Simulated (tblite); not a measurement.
Q: Write Cartesian coordinates for InChI=1S/C4H13FSi2/c1-2-3-6-7-4-5/h2-4,6-7H2,1H3 as optimised with GFN2-xTB.

A: 
```xyz
20
C4H13FSi2 angstrom
C     -3.0205    0.4916    0.4331
C     -2.4685   -0.4374   -0.6382
C     -1.0816   -0.9732   -0.2935
Si     0.2685    0.3663   -0.1213
Si     2.3414   -0.6234   -0.4337
C      3.6833    0.6727    0.0213
F      3.3715    1.8869   -0.5666
H     -2.3880    1.3697    0.5371
H     -3.0616   -0.0171    1.3938
H     -4.0251    0.8192    0.1749
H     -3.1576   -1.2769   -0.7713
H     -2.4195    0.0984   -1.5888
H     -0.7854   -1.6820   -1.0708
H     -1.1457   -1.5486    0.6323
H      0.1556    0.9909    1.2095
H     -0.0103    1.4251   -1.1024
H      2.6440   -1.0399   -1.8104
H      2.6713   -1.7826    0.4102
H      4.6820    0.4095   -0.3335
H      3.7409    0.8615    1.0958
```

Any rigid rotation of these coordinates is as good. Atoms count from 1 in this order. Si4 (SiH2 silicon) is tetrahedral (angles from 106.4° to 112.8°). Of the pairs four or more bonds apart, Si4···H8 is among the closest relative to their van der Waals radii: 2.91 Å, 88 % of the sum of Bondi's values. Si5 (SiH2 silicon) is distorted tetrahedral (angles from 103.8° to 117.4°).

Bonds between heavy atoms (Å): C1–C2 1.522, C2–C3 1.526, C3–Si4 1.910, Si4–Si5 2.318, Si5–C6 1.920, C6–F7 1.385.

Computed geometry: GFN2-xTB, gas phase.

Point group: C1 (no symmetry element, even within 0.4 Å). Its lowest GFN2-xTB frequency is 15 cm⁻¹, too small to tell a flat minimum from a shallow saddle. The numbers are those of one conformer (C1–C2–C3–Si4 -62°, C2–C3–Si4–Si5 -158°, C3–Si4–Si5–C6 -171°, Si4–Si5–C6–F7 -46°).

On one thread, Intel Xeon at 2.70 GHz (x86_64), no GPU, shared host, this took 3.4 s of wall time. That covers the optimisation of the geometry.
